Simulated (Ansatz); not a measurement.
`[CH3][Al]1[CH2][S]1` + `C[O][SnH2][SH]` → `C[O][SnH2][S]C` + `[CH2]1[AlH][S]1`  (substitution at a C–Al bond)

Program: Ansatz. Geometries: PBE0-D4/def2-TZVP. ΔE: electronic, gas phase. CBS: MP2 limit from def2 TZ/QZ plus the TZ coupled-cluster correction, frozen cores. Functionals use def2-TZVPP. B3LYP here is the variant with VWN-RPA as its local correlation; programs differ in this. Elements past krypton have def2 core potentials. For Sn outer-core shells are correlated without core-valence functions, which leaves a few kJ/mol of doubt a bond. Each species was taken in one conformer, which may not be the lowest.

```
             level  ΔE (kcal/mol)  difference from CCSD(T)/CBS
            PBE-D4           14.8                         -0.2
         r2SCAN-D4           16.0                          1.0
           PBE0-D4           15.2                          0.2
          B3LYP-D4           14.8                         -0.2
           ωB97X-V           14.8                         -0.2
           ωB97M-V           15.6                          0.6
            B2PLYP           15.8                          0.8
               PBE           15.6                          0.6
            r2SCAN           16.1                          1.1
              PBE0           15.9                          0.9
             B3LYP           16.1                          1.1
     HF/def2-TZVPP           15.3                          0.3
    MP2/def2-TZVPP           15.6                          0.6
SCS-MP2/def2-TZVPP           15.0                          0.0
   CCSD/def2-TZVPP           15.8                          0.8
CCSD(T)/def2-TZVPP           15.6                          0.6
     HF/def2-QZVPP           15.3                          0.3
    MP2/def2-QZVPP           15.3                          0.3
SCS-MP2/def2-QZVPP           14.8                         -0.2
      HF/CBS(def2)           15.3                          0.3
     MP2/CBS(def2)           15.1                          0.1
    CCSD/CBS(def2)           15.2                          0.2
       CCSD(T)/CBS           15.0                            0
```

Largest T1 diagnostic among the species: 0.014.

The D4 term adds −1.3 kcal/mol with B3LYP and −0.7 kcal/mol with PBE0; it sums over pairs of atoms, weighted by their polarisabilities, and B3LYP, whose exchange is more repulsive, gets the larger term.
